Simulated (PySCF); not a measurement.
**Removing an electron from `C/C(=C\Cl)[SiH2]C#N`**

C4H6ClNSi.
Structure used (PBE0-D3(BJ)/def2-SVP), in Å, numbered top down from 1:
```
atom  x, y, z in Å
C1     0.8863    1.0768    0.7853
C2     0.4330   -0.1527    0.0602
C3     1.2380   -0.9880   -0.6129
Cl4    2.9480   -0.7955   -0.7503
Si5   -1.3824   -0.5865    0.0715
C6    -2.3130    0.8495   -0.6669
N7    -2.8559    1.7685   -1.1204
H8     0.3575    1.9679    0.4093
H9     0.6606    1.0033    1.8619
H10    1.9667    1.2366    0.6679
H11    0.8789   -1.8734   -1.1442
H12   -1.6633   -1.7880   -0.7597
H13   -1.9181   -0.7499    1.4523
```

Level: B3LYP/def2-SVPD (PySCF). Frontier orbitals with their largest atomic shares (Löwdin; up to four atoms above 4 %):

| orbital | ε (eV) | main atoms |
| --- | --- | --- |
| HOMO−3 | -9.55 | N7 39 %, C6 32 %, Si5 12 %, H12 8 % |
| HOMO−2 | -9.33 | N7 20 %, C2 20 %, C6 16 %, Si5 14 % |
| HOMO−1 | -9.06 | Cl4 78 %, C3 10 % |
| HOMO | -7.64 | ? |
| LUMO | -1.37 | C3 29 %, C2 22 %, Si5 10 %, Cl4 9 % |
| LUMO+1 | -0.91 | C6 24 %, N7 23 %, Si5 23 %, H12 8 % |
| LUMO+2 | -0.69 | N7 24 %, C6 24 %, Si5 23 %, C2 8 % |

**Question.** What vertical ionisation energy does ΔSCF give, and how far is −ε(HOMO) from it?

**Answer.** ΔSCF: 9.76 eV (942 kJ/mol; threshold wavelength 127 nm); ⟨S²⟩ of the doublet left behind is 0.753, against 0.75 for a pure doublet. −ε(HOMO) is 7.64 eV, 2.12 eV below it. For the exact functional −ε(HOMO) would equal the first vertical ionisation energy; B3LYP (global hybrid, 20 % exact exchange) falls short of its own ΔSCF value by 22 %.

**Question.** On which atoms does the HOMO lie?

**Answer.** Cl4 (vinyl chlorine) 30 %, C2 (fully substituted alkene carbon) 28 %, C3 (vinylic C–Cl carbon) 26 %, C1 (allylic carbon) 6 %, so no atom holds as much as 40 %. The HOMO−1 lies 1.42 eV lower.

**Question.** And the vertical electron affinity, the fundamental gap, Mulliken's electronegativity and the hardness (with the factor ½)?

**Answer.** EA = -0.44 eV by ΔSCF (−ε(LUMO) = 1.37 eV); a negative value means that the added electron isn't bound at this geometry and level, and the number then depends on the basis. IE − EA = 10.20 eV against an orbital gap of 6.27 eV; (IE + EA)/2 = 4.66 eV; (IE − EA)/2 = 5.10 eV. Parr's electrophilicity index (IE + EA)²/[8(IE − EA)] is 1.06 eV.

**Question.** With α = 94.7 au, estimate the like-pair dispersion coefficient by London's formula C6 = (3/4)α²I.

**Answer.** I = 0.3587 Eh, so C6 ≈ 2410 au, a rough estimate.

**Question.** What kinetic energy would electrons from this vertical process carry with He II light (40.814 eV)?

**Answer.** 40.81 − 9.76 = 31.05 eV.

**Question.** Shift the occupied levels rigidly so that −ε(HOMO) equals the ΔSCF value. What binding energies result?

**Answer.** The shift is +2.12 eV: HOMO 9.76, HOMO−1 11.18, HOMO−2 11.45, HOMO−3 11.67 eV. A rigid shift is only a rough guide to the deeper ionisations.

One conformer (not necessarily the lowest) at the PBE0-D3(BJ)/def2-SVP geometry, without solvent, vibrations or thermal averaging.
